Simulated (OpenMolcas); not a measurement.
Cu2+ (d9) among equal point charges was computed by CASSCF with the d shell active (OpenMolcas, ANO-RCC-VDZP on the metal). Its lowest spin-free states, and all those of the highest spin:

```tsv
2S+1	Degeneracy	E (cm-1)
2	2	0.0
2	2	12176
2	1	16798
```

Is the site octahedral, tetrahedral or cube-like, axial, or of lower symmetry?

The states with 2S+1 = 2 have orbital degeneracies 2, 2, 1. There are pairs but no triples, so the site is axial: not cubic, but with a proper or improper axis of order three or more. The run had Cu2+ among 6 point charges of -2 e arranged as a trigonal antiprism (D3d), 1.63 Å from the ion, with a polar angle of 64.6° against the regular 54.74°. The active orbitals were held to one l.

An orbital doublet at a regular site is open to a Jahn-Teller distortion, which this geometry leaves out. Point charges carry no covalency, so the field is a model and not that of real ligands. No measured value stands beside these numbers.
